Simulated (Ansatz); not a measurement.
`CCO[SiH2]Cl` → `C[Si](C)(O)Cl`  (isomerisation)

Isolated molecules relaxed with PBE0-D4/def2-TZVP in Ansatz; ΔE leaves out vibrations. CBS: MP2 limit from def2 TZ/QZ plus the TZ coupled-cluster correction, frozen cores. DFT in def2-TZVPP. B3LYP here is the variant with VWN-RPA as its local correlation; programs differ in this. HSE06 is defined as in plane-wave codes. One conformer a species, not always the lowest.

**Question.** Is it downhill or uphill in electronic energy at CCSD(T)/CBS, and by how much? (Best estimate.)

**Answer.** Computed: Downhill: ΔE = -35.3 kcal/mol.

**Question.** What do these levels give: revPBE-D4, r2SCANh-D4, HSE06-D4, ωB97X-V, ωB97M-V, BLYP, B3LYP, CAM-B3LYP, LC-ωPBE, HF/def2-SVP, MP2/def2-SVP, SCS-MP2/def2-QZVPP? (Estimate.)

**Answer.** Computed: revPBE-D4 -34.9, r2SCANh-D4 -36.4, HSE06-D4 -35.6, ωB97X-V -33.6, ωB97M-V -35.8, BLYP -31.8, B3LYP -32.6, CAM-B3LYP -32.7, LC-ωPBE -35.6, HF/def2-SVP -26.3, MP2/def2-SVP -30.0, SCS-MP2/def2-QZVPP -34.1 kcal/mol.

Largest T1 diagnostic among the species: 0.010.

At CCSD(T), def2-SVP lies +8.2 kcal/mol from the extrapolated value and def2-TZVPP +1.0 kcal/mol. Leaving LDA and LC-ωPBE aside and taking each functional with its dispersion term where it has one, the values, not all of them listed here, spread over 3.3 kcal/mol, from r2SCAN0-D4 to BLYP-D4. In def2-TZVPP, CCSD(T) changes the Hartree–Fock value by −4.7 kcal/mol (the triples alone add −0.4 kcal/mol) and MP2 by −6.8 kcal/mol.
